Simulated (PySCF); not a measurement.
Simulated outer-valence photoelectron spectrum of `F[SiH2][O][GeH3]`. Level of theory: EOM-IP-CCSD/aug-cc-pVDZ in PySCF, restricted Hartree–Fock reference, 16 core orbitals frozen, non-relativistic, gas phase, PBE0-D3(BJ)/def2-SVP geometry.

Each root has a Gaussian of 0.5 eV full width with its one-hole share as area; cross sections and vibrations are left out, and the highest printed point is 100.

ionisation energy (eV), intensity and a bar:
```
     10.3          0 
     10.4          1 
     10.5          3 #
     10.6          9 ###
     10.7         19 ######
     10.8         33 ##########
     10.9         44 #############
     11.0         49 ###############
     11.1         43 #############
     11.2         32 #########
     11.3         22 #######
     11.4         21 ######
     11.5         29 #########
     11.6         40 ############
     11.7         48 ##############
     11.8         46 ##############
     11.9         36 ###########
     12.0         23 #######
     12.1         13 ####
     12.2          9 ###
     12.3         14 ####
     12.4         24 #######
     12.5         38 ###########
     12.6         47 ##############
     12.7         48 ##############
     12.8         40 ############
     12.9         30 #########
     13.0         26 ########
     13.1         31 #########
     13.2         42 #############
     13.3         54 ################
     13.4         65 ###################
     13.5         75 ######################
     13.6         87 ##########################
     13.7         99 ##############################
     13.8        100 ##############################
     13.9         85 ##########################
     14.0         60 ##################
     14.1         34 ##########
     14.2         16 #####
     14.3          6 ##
     14.4          2 #
     14.5          0 
     14.6          0 
     14.7          0 
     14.8          0 
     14.9          0 
     15.0          0 
     15.1          1 
     15.2          4 #
     15.3         12 ####
     15.4         28 ########
     15.5         51 ###############
     15.6         76 #######################
     15.7         91 ###########################
     15.8         89 ###########################
     15.9         71 #####################
     16.0         46 ##############
     16.1         24 #######
     16.2         10 ###
     16.3          4 #
     16.4          1 
     16.5          0
```

Problem. Where are the maxima, and how many lines lie under the curve?

Solution. 5 maxima, at 11.0, 11.7, 12.7, 13.8 and 15.7 eV, from 8 lines. At this width some lines have no maximum of their own.

Problem. List the lines with their holes.

Solution. 
```tsv
E (eV)	leading hole (HF orbital)	area	Koopmans (eV)
10.99	HOMO	0.95	12.13
11.74	HOMO-1	0.95	12.78
12.65	HOMO-2	0.95	13.27
13.34	HOMO-3	0.94	14.67
13.76	HOMO-5	0.94	15.43
13.82	HOMO-4	0.94	15.28
15.68	HOMO-6	0.94	17.27
15.80	HOMO-7	0.94	18.01
```

The widest gap, 1.86 eV, lies between 13.82 and 15.68 eV. Only orbitals with −ε under 21 eV, eight at most, were ionised, so the high end of the curve may lack lines.

Time: 5.3 min; peak memory 2.5 GiB. Hardware: one thread of an Arm Neoverse V2, no GPU, shared host.

The values belong to the conformer `[F:1][SiH2:2][O:3][GeH3:4]`: F1–Si2–O3–Ge4 6°.
